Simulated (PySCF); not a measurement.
A structure optimised at TPSSh-D3(BJ)/def2-SVP, used in a PySCF frequency run:

```
N
B 1 1.4193
O 2 1.3722 1 124.72
H 3 0.9679 2 114.08 1 0.00
C 1 1.4476 2 124.81 3 0.00
H 5 1.1008 1 110.99 2 0.00
H 5 1.1060 6 107.50 4 -122.19
H 5 1.1060 6 107.50 7 -115.62
C 1 1.4511 2 121.32 3 180.00
H 9 1.0978 1 109.52 2 0.00
H 9 1.1064 10 108.49 1 -121.75
H 9 1.1064 10 108.49 11 -116.51
H 2 1.2054 3 116.56 4 180.00
```

### Question
Write its SMILES, formula and point group.

### Answer
CN(C)BO, C2H8BNO, Cs

### Question
What are its rotational constants (standard atomic weights)?

### Answer
8.7420, 3.6571, 2.6658 GHz
